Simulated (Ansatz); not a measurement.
Species, as SMILES: F[SiH] (F-SiH) (closed-shell singlet).
Atoms: Si1, H2, F3. Bonds: Si1-H2, Si1-F3.

Basis-set convergence of the optimised Si1-F3 bond length at B3LYP with Ansatz (a quantum-chemistry and plane-wave program). Cartesian d functions, on some or all atoms, in 6-31G*, 6-31+G*, 6-311G**, 6-311+G**; all else is spherical. The program fits the integrals of some runs and decomposes those of others, by size. No added dispersion term, no relativity. Reference: the value in aug-pcseg-3, 1.6161 Å, itself unsure by roughly 0.0010 Å (its mean distance from aug-cc-pV(Q+d)Z, def2-QZVPPD, pcseg-3). Deviations are taken from unrounded values.

```csv
basis,functions,optimised Si1-F3 bond length (Å)
6-31G*,36,1.6244
6-31+G*,44,1.6479
def2-SVP,37,1.6397
def2-SVPD,55,1.6637
pcseg-1,37,1.6513
aug-pcseg-1,59,1.6623
cc-pV(D+d)Z,42,1.6438
aug-cc-pV(D+d)Z,64,1.6506
6-311G**,51,1.6340
6-311+G**,59,1.6464
def2-TZVP,74,1.6199
def2-TZVPD,92,1.6211
pcseg-2,78,1.6182
aug-pcseg-2,119,1.6199
cc-pV(T+d)Z,83,1.6178
aug-cc-pV(T+d)Z,124,1.6203
def2-TZVPP,87,1.6199
def2-TZVPPD,105,1.6211
cc-pV(Q+d)Z,149,1.6164
aug-cc-pV(Q+d)Z,215,1.6173
def2-QZVPP,157,1.6177
def2-QZVPPD,175,1.6180
pcseg-3,157,1.6162
aug-pcseg-3,223,1.6161
```

What the diffuse functions change, pair by pair:
- 6-31G* to 6-31+G*: 8 more functions, deviation 0.0083 to 0.0318 Å
- def2-SVP to def2-SVPD: 18 more functions, deviation 0.0236 to 0.0476 Å
- pcseg-1 to aug-pcseg-1: 22 more functions, deviation 0.0352 to 0.0462 Å
- cc-pV(D+d)Z to aug-cc-pV(D+d)Z: 22 more functions, deviation 0.0277 to 0.0344 Å
- 6-311G** to 6-311+G**: 8 more functions, deviation 0.0179 to 0.0303 Å
- def2-TZVP to def2-TZVPD: 18 more functions, deviation 0.0038 to 0.0050 Å
- pcseg-2 to aug-pcseg-2: 41 more functions, deviation 0.0021 to 0.0038 Å
- cc-pV(T+d)Z to aug-cc-pV(T+d)Z: 41 more functions, deviation 0.0017 to 0.0042 Å
- def2-TZVPP to def2-TZVPPD: 18 more functions, deviation 0.0038 to 0.0050 Å
- cc-pV(Q+d)Z to aug-cc-pV(Q+d)Z: 66 more functions, deviation 0.0003 to 0.0012 Å
- def2-QZVPP to def2-QZVPPD: 18 more functions, deviation 0.0016 to 0.0019 Å
- pcseg-3 to aug-pcseg-3: 66 more functions, deviation 0.0001 to 0.0000 Å

Leaving out the reference's own pair, they bring the value nearer the reference by more than 0.0010 Å in 0 of 11 pairs.
